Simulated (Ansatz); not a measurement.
CH$_{2}$InN. The species carries charge 0 and has multiplicity 1. In: def2 effective core potential. The bonds changed during the relaxation, so this is another structure than the one it started from.

```
atom   x (Å)   y (Å)   z (Å)
  C1   1.467  -0.143  -0.526
  N2   0.431  -0.235  -0.051
 In3  -2.033  -0.613   1.162
  H4   2.435  -0.055  -0.971
  H5  -2.300   1.046   0.386
```

**Question.** What are the harmonic wavenumbers in cm⁻¹ at PBE0-D4/def2-TZVP (Ansatz, finite differences of forces, unscaled)? (An estimate is asked.)

**Answer.** The calculation gave: 54, 61, 100, 399, 763, 789, 1440, 2232, 3454.

**Question.** Is this a minimum?

**Answer.** Yes, all 9 modes are real.

**Question.** Give the ideal-gas thermochemistry at 298.15 K and 1 bar (rigid rotor, harmonic oscillator; point group Cs, symmetry number 1).

**Answer.** Zero-point energy 55.6 kJ/mol; H(298) − E = 73.0 kJ/mol; entropy 329.0 J/(mol·K), of which translation 170.7, rotation 99.8, vibration 58.4; G(298) − E = -25.1 kJ/mol. Modes under 100 cm⁻¹ are hindered rotations or soft bends, so the harmonic entropy is rough.

**Question.** And at 400, 500, 600, 800 and 1000 K?

**Answer.** 
```json
{"T (K)": "400", "H − E (kJ/mol)": "80.4", "S (J/mol/K)": "350.4", "G − E (kJ/mol)": "-59.7"}
{"T (K)": "500", "H − E (kJ/mol)": "88.2", "S (J/mol/K)": "367.7", "G − E (kJ/mol)": "-95.7"}
{"T (K)": "600", "H − E (kJ/mol)": "96.3", "S (J/mol/K)": "382.6", "G − E (kJ/mol)": "-133.2"}
{"T (K)": "800", "H − E (kJ/mol)": "113.5", "S (J/mol/K)": "407.2", "G − E (kJ/mol)": "-212.3"}
{"T (K)": "1000", "H − E (kJ/mol)": "131.6", "S (J/mol/K)": "427.4", "G − E (kJ/mol)": "-295.8"}
```
